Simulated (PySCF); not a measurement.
CH4BeS2 (SMILES C[S][Be][SH]), singlet, at a GFN2-xTB geometry (such geometries of metal compounds can be far from the true shape). Base run: DF-R2SCAN/cc-pV(D+d)Z run with PySCF.

The PySCF input:
```python
from pyscf import gto, scf, dft

mol = gto.Mole()
mol.atom = '''
    Be   -0.256937    0.356423    0.337396
    S    -1.792968    1.418157    0.733894
    H    -2.506518    0.611899    1.493125
    S     1.332601   -0.630918    0.018483
    C     1.212312   -1.565383   -1.556494
    H     0.379011   -2.256652   -1.511921
    H     2.146943   -2.109632   -1.645766
    H     1.100308   -0.874823   -2.384086
'''
mol.basis = 'cc-pv(d+d)z'
mol.charge = 0
mol.spin = 0
mol.verbose = 4
mol.max_memory = 1800
mol.build()

mf = dft.RKS(mol)
mf.xc = 'r2scan'
mf = mf.density_fit(auxbasis='def2-universal-jkfit')
mf.kernel()
```

The job was repeated with other settings on one machine. Differences are taken from the largest basis of the cc-pV(X+d)Z family in the series, which isn't the basis-set limit (cc-pV(Q+d)Z: -6.260 eV). The cheapest run took very roughly 23 core-seconds.

```csv
setting,basis functions,"cost, times the cheapest (rough)",difference in HOMO energy (eV)
cc-pV(D+d)Z,94,1,0.104
cc-pV(T+d)Z,194,2,0.014
cc-pV(Q+d)Z,358,6,reference
```

Times come from a shared machine, hold the start-up and are rough.
